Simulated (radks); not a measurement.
Values are calculated unless marked as measured or tabulated.
Q: Level of theory: non-relativistic Kohn-Sham, LDA (Slater exchange, Perdew-Wang correlation), spin-unpolarised, spherical densities, point nucleus (a radial shooting solver on a logarithmic mesh with Libxc functionals). Response by self-consistent Sternheimer equations with the Hartree and adiabatic LDA kernel. Rank B+, Be, N3+, Mg8+, Ne6+, O4+, F5+, C2+ (NIST ground configurations) by static dipole polarisability, largest first.

A: Be 43.80, B+ 10.78, C2+ 4.257, N3+ 2.108, O4+ 1.196, F5+ 0.7435, Ne6+ 0.4934, Mg8+ 0.2495 bohr^3.
